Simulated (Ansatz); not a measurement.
`[CH3][Sn][OH]` + dimethylamine → `C[N](C)[Sn][OH]` + CH₄ at 500 K and 1 bar (ligand exchange at the Sn–C bond).

Gas-phase electronic energies from Ansatz, PBE0-D4/def2-TZVP geometries. CCSD(T)/CBS adds triple-zeta CCSD(T) − MP2 to the extrapolated MP2 energy (def2 sets, frozen cores). This one scheme is used for every species. def2 core potentials past Kr. For Sn outer-core shells are correlated without core-valence functions, which leaves a few kJ/mol of doubt a bond. One conformer a species, not always the lowest.

```
          species  CCSD(T)/CBS energy (Eh)  H − E (kJ/mol)  S (J/(mol·K))
  `[CH3][Sn][OH]`               -329.68108           159.8          360.7
            `CNC`               -135.00321           273.8          313.8
`C[N](C)[Sn][OH]`               -424.25421           297.1          440.6
              CH₄                -40.46206           135.6          206.8
```

H − E and S are ideal-gas, rigid-rotor, harmonic terms from PBE0-D4/def2-TZVP, for one conformer and one mirror image of each species. 1 Eh = 2625.50 kJ/mol, R = 8.31446 J/(mol·K).

Problem. By hand: ΔE, ΔH, ΔS and ΔG.

Solution. ΔE = (-424.25421) + (-40.46206) − (-329.68108) − (-135.00321) = -0.03198 Eh = -84.0 kJ/mol. Δ(H − E) = 297.1 + 135.6 − 159.8 − 273.8 = -0.9, so ΔH = -84.9 kJ/mol. ΔS = 440.6 + 206.8 − 360.7 − 313.8 = -27.1 J/(mol·K). ΔG = -84.9 − 500 × (-27.1)/1000 = -71.4 kJ/mol.

Problem. By hand: the equilibrium constant, and the temperature at which ΔG would vanish if ΔH and ΔS stayed fixed.

Solution. log₁₀ K = −ΔG/(RT ln 10) = 7.5. ΔG = 0 at ΔH/ΔS = 3133 K, far beyond where these terms or the molecules hold.

ΔH outweighs TΔS. A doubt of 5 kJ/mol in ΔE shifts log₁₀ K by 0.5 here. Other conformers and mirror images would add mixing entropy, several J/(mol·K) or more a flexible species. Modes under 60 cm⁻¹, often nearly free rotors, make the harmonic entropy too high. These are equilibria of isolated gas molecules and say nothing of rates. Largest T1 diagnostic: 0.017 (customary marks: 0.02 for closed shells, 0.045 for open ones).
